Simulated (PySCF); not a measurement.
Te²⁺: excitation energy

Te²⁺ [Kr] 4d10 5s2 5p2 (3P) → Te²⁺ [Kr] 4d10 5s1 5p2 6s1 (5P), as a difference of total energies. Calculation: PySCF 2.14, in aug-cc-pwCVDZ-PP with ECP28MDF; a scalar-relativistic core potential. Correlated levels: valence: 4s2 4p6 4d10 frozen; valence and next inner shell: nothing frozen outside the core potential. The calculations carry no spin-orbit coupling.

| method | excitation energy (eV) |
| --- | --- |
| UHF | 19.750 |
| LDA | 22.162 |
| PBE | 21.803 |
| PBE0 | 21.553 |
| r2SCAN | 21.622 |
| BP86 | 21.909 |
| wB97M-V | 21.569 |
| MP2 (valence) | 20.490 |
| SCS-MP2 (valence) | 20.815 |
| MP2 (valence and next inner shell) | 21.353 |
| SCS-MP2 (valence and next inner shell) | 21.494 |

Task: How much does correlation contribute at MP2 (valence and next inner shell)?

Result: 21.353 − (19.750) = 1.603 eV, measured against UHF.

The promoted electron is Rydberg-like, and one or two diffuse shells describe it only roughly, which tends to raise the upper state.
